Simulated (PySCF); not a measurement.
A calculated (r2SCAN, PySCF 2.14, ANO-RCC-VTZP, the spin-free X2C one-electron Hamiltonian (Gaussian nucleus)) atom or ion has these occupied shells.

```tsv
shell	electrons	orbital energy (eV)	rms radius, mean of both spins (bohr)
1s	2	-11774.7	0.0524
2s	2	-1534.1	0.220
2p	6	-1347.8	0.196
3s	2	-230.39	0.640
3p	6	-171.94	0.667
3d	10	-76.167	0.752
4s	2	-44.703	1.86
```

Task: Name the element and its charge.

Result: As³⁺ (arsenic, charge +3), in [Ar] 3d10 4s2, closed-shell 1S.
